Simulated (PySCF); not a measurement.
**[In2Cl]+: bend–stretch map**

Computed with PySCF, PBE0, basis Cl def2-TZVP, In def2-TZVP with ECP28 (scalar-relativistic core potentials, no spin–orbit coupling, density fitting).

Rigid scan from the singlet minimum (Cl–In 2.654 Å (×2); In–Cl–In 180.0°). Coordinate: rows scale both bonds, columns set the In–Cl–In angle. Energies in kJ/mol from the minimum.

Task: Give the energy map for rows 0.94, 0.97, 1.00, 1.03, 1.06, 1.10 and columns 90, 105, 120, 135, 150, 165, 180.

Result: 
| scale \ angle | 90 | 105 | 120 | 135 | 150 | 165 | 180 |
| --- | --- | --- | --- | --- | --- | --- | --- |
| 0.94 | 62.2 | 41.5 | 28.5 | 21.0 | 17.0 | 15.1 | 14.6 |
| 0.97 | 48.2 | 28.6 | 16.3 | 9.3 | 5.5 | 3.8 | 3.3 |
| 1.00 | 42.8 | 23.9 | 12.2 | 5.6 | 2.1 | 0.5 | 0.0 |
| 1.03 | 43.8 | 25.4 | 14.2 | 7.9 | 4.6 | 3.1 | 2.6 |
| 1.06 | 49.5 | 31.5 | 20.6 | 14.6 | 11.4 | 10.0 | 9.6 |
| 1.10 | 62.2 | 44.7 | 34.2 | 28.4 | 25.3 | 24.0 | 23.6 |

Task: And the size of the dipole moment (D, about the centre of mass) on the same grid?

Result: 
| scale \ angle | 90 | 105 | 120 | 135 | 150 | 165 | 180 |
| --- | --- | --- | --- | --- | --- | --- | --- |
| 0.94 | 1.42 | 1.42 | 1.33 | 1.13 | 0.82 | 0.43 | 0.00 |
| 0.97 | 1.94 | 1.87 | 1.71 | 1.42 | 1.02 | 0.53 | 0.00 |
| 1.00 | 2.46 | 2.32 | 2.07 | 1.70 | 1.21 | 0.63 | 0.00 |
| 1.03 | 2.97 | 2.76 | 2.43 | 1.97 | 1.40 | 0.73 | 0.00 |
| 1.06 | 3.46 | 3.18 | 2.78 | 2.24 | 1.58 | 0.82 | 0.00 |
| 1.10 | 4.11 | 3.74 | 3.23 | 2.59 | 1.81 | 0.93 | 0.00 |

The bond scale of lowest energy on the grid is 1.00 at 90°, 1.00 at 105°, 1.00 at 120°, 1.00 at 135°, 1.00 at 150°, 1.00 at 165°, 1.00 at 180°.
